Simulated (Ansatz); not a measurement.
`COC1(OC)CCCCC1`, 26 atoms. The species carries charge 0 and has multiplicity 1. Hardware: A = 4 threads of an AMD EPYC 7R13 on a shared host and a share of an NVIDIA H100 80 GB; B = 4 threads of an AMD EPYC 7R13 on a shared host. Correlated methods freeze the cores.

**Question.** How many basis functions does each run have, and how long does it take in Ansatz? RHF-CCSD(T)/def2-SVP energy [A]; RKS SPW92 (LDA)/def2-TZVPP energy [A]; RKS BHLYP-D4/def2-TZVPP energy [A]; RKS revPBE-D4/def2-TZVPP energy [A]; RKS ωB97M-V/def2-SVP energy [B]; RHF-MP2/def2-QZVPP energy [A]; RKS PBE0-D4/def2-TZVP relaxation (6 steps) [A]; RKS ωB97M-V/def2-QZVPP energy [A]; RHF-CCSD(T)/def2-TZVPP energy [A]; RKS PBE0-D4/def2-SVP energy [B]; RKS BLYP-D4/def2-TZVPP energy [A]; direct RPA on PBE orbitals/def2-TZVPP energy [A]. (Best estimate.)

**Answer.** The calculation gave: Other jobs shared the machine, so times are rough.

```tsv
level	job	functions	wall time	peak host memory (GiB)
RKS BHLYP-D4/def2-TZVPP	energy [A]	534	2.5 s	1.1
RKS SPW92 (LDA)/def2-TZVPP	energy [A]	534	3.4 s	1.1
RKS BLYP-D4/def2-TZVPP	energy [A]	534	3.6 s	1.1
RKS revPBE-D4/def2-TZVPP	energy [A]	534	3.8 s	1.1
RHF-CCSD(T)/def2-SVP	energy [A]	220	3.9 s	0.83
RKS PBE0-D4/def2-SVP	energy [B]	220	4 s	1
direct RPA on PBE orbitals/def2-TZVPP	energy [A]	534	6 s	3.3
RHF-MP2/def2-QZVPP	energy [A]	1050	11 s	1.9
RKS ωB97M-V/def2-SVP	energy [B]	220	12 s	1.3
RKS ωB97M-V/def2-QZVPP	energy [A]	1050	12 s	1.8
RKS PBE0-D4/def2-TZVP	relaxation (6 steps) [A]	406	21 s	1.1
RHF-CCSD(T)/def2-TZVPP	energy [A]	534	2 min	3.1
```
